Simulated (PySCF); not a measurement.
## Magnetisability: SMILES CCC#C/C=C\OC=O, C$_{7}$H$_{8}$O$_{2}$

Molfile (atoms numbered from 1):
```
C7H8O2
     RDKit          3D

 17 16  0  0  0  0  0  0  0  0999 V2000
   -2.7106    1.0043    0.1041 C   0  0  0  0  0  0  0  0  0  0  0  0
   -2.5942   -0.5086    0.2933 C   0  0  0  0  0  0  0  0  0  0  0  0
   -1.2094   -0.9245    0.3316 C   0  0  0  0  0  0  0  0  0  0  0  0
   -0.0452   -1.2309    0.3577 C   0  0  0  0  0  0  0  0  0  0  0  0
    1.3074   -1.6142    0.3818 C   0  0  0  0  0  0  0  0  0  0  0  0
    2.3280   -0.7605    0.2907 C   0  0  0  0  0  0  0  0  0  0  0  0
    2.1186    0.5984    0.1716 O   0  0  0  0  0  0  0  0  0  0  0  0
    3.1725    1.3915    0.0394 C   0  0  0  0  0  0  0  0  0  0  0  0
    4.3219    1.0636    0.0007 O   0  0  0  0  0  0  0  0  0  0  0  0
   -3.7567    1.3001    0.0724 H   0  0  0  0  0  0  0  0  0  0  0  0
   -2.2251    1.5266    0.9253 H   0  0  0  0  0  0  0  0  0  0  0  0
   -2.2335    1.3075   -0.8252 H   0  0  0  0  0  0  0  0  0  0  0  0
   -3.0967   -1.0286   -0.5284 H   0  0  0  0  0  0  0  0  0  0  0  0
   -3.0793   -0.8077    1.2278 H   0  0  0  0  0  0  0  0  0  0  0  0
    1.5139   -2.6705    0.4767 H   0  0  0  0  0  0  0  0  0  0  0  0
    3.3654   -1.0666    0.3007 H   0  0  0  0  0  0  0  0  0  0  0  0
    2.8158    2.4322   -0.0323 H   0  0  0  0  0  0  0  0  0  0  0  0
  1  2  1  0
  2  3  1  0
  3  4  3  0
  4  5  1  0
  5  6  2  0
  6  7  1  0
  7  8  1  0
  8  9  2  0
  1 10  1  0
  1 11  1  0
  1 12  1  0
  2 13  1  0
  2 14  1  0
  5 15  1  0
  6 16  1  0
  8 17  1  0
M  END
```

Computed with GIAO B97-2/pcSseg-1 magnetisability, rotational g tensor and spin-rotation constants, non-relativistic, gas phase (PySCF 2.14.0). Geometry: GFN2-xTB.

**Question.** How diamagnetic is it, and how anisotropic?

**Answer.** Isotropic -1222 × 10⁻³⁰ J/T², or -73.6 × 10⁻⁶ cm³/mol; principal values -1328, -1189, -1150 × 10⁻³⁰ J/T², anisotropy 162 × 10⁻³⁰ J/T² (root of half the summed squared differences of the principal values). The susceptibility is in cgs units.

**Question.** Split it along the inertial axes a, b, c into diamagnetic and paramagnetic parts about the centre of mass, with the quadrupole moment.

**Answer.** 
```
axis  χ (10⁻⁶ cm³/mol)  diamagnetic (10⁻⁶ cm³/mol)  paramagnetic (10⁻⁶ cm³/mol)  summed x² of all electrons (Å²)  quadrupole Θ (D Å)
   a             -70.6                      -448.8                        378.2                            432.1               -6.23
   b             -70.3                     -1893.9                       1823.6                             91.4               +7.89
   c             -79.9                     -2221.0                       2141.1                             14.4               -1.66
```
Anisotropies 2χaa − χbb − χcc = +9.0 and 2χbb − χaa − χcc = +10.0 × 10⁻⁶ cm³/mol. Θ is traceless in Buckingham's convention.

**Question.** And the rotational g tensor?

**Answer.** 
```
axis  rotational constant (GHz)        g  nuclear part  electronic part
   a                     3.5842  -0.0314        0.6055          -0.6368
   b                     0.6585  -0.0084        0.5557          -0.5642
   c                     0.5603  -0.0032        0.5604          -0.5636
```
Asymmetric top; isotopes 12C, 1H, 16O; no vibrational averaging.
